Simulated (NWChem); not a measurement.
Species: SiH$_{2}$O$_{2}$F$_{2}$; SMILES O[Si](F)(O)F

```xyz
7

O     -0.0776    -1.3148     0.9643
Si     0.0000     0.0000     0.0130
O      0.0776     1.3148     0.9643
F     -1.2724     0.0306    -0.9702
F      1.2724    -0.0306    -0.9702
H     -0.5200    -2.0933     0.6151
H      0.5200     2.0933     0.6151
```
Atoms are numbered in this order, from 1.

Results from NWChem. Coordinates come from a PBE0/def2-SVP optimisation. Level: PBE0/def2-SVP with SMD (1 M gas to 1 M solution), gas-phase geometry. Reactions with the solvent are ignored.

For solvent water:

```yaml
solvation free energy (kcal/mol): -9.2
cavity-dispersion-structure term (kcal/mol): 2.9
dipole in solution (D): 0.39
```

What are these values for solvent n-hexane?


| Item | Result |
|---|---|
| solvation free energy (kcal/mol) | -3.5 |
| cavity-dispersion-structure term (kcal/mol) | -0.7 |
| dipole in solution (D) | 0.20 |
